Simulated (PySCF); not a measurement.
# Electron correlation in Pb (lead, neutral)

[Xe] 4f14 5d10 6s2 6p1 7s1, high-spin 3P determinant (an excited configuration). Calculation: PySCF 2.14, in aug-cc-pVTZ-PP with ECP60MDF (6s5p4d2f, 55 functions); scalar relativity through the core potential. Frozen: 5s2 5p6 5d10; 4 electrons correlated.

```csv
level,correlation energy (mhartree)
CCSD,-43.85
(T),-1.01
CCSD(T),-44.86
```

Diagnostics: T1 = 0.013, D1 = 0.0305, largest double amplitude 0.064.

Question: Is a single reference adequate?

Answer: Yes, within this model without spin-orbit coupling: T1 lies below 0.03 and no double amplitude reaches 0.07.
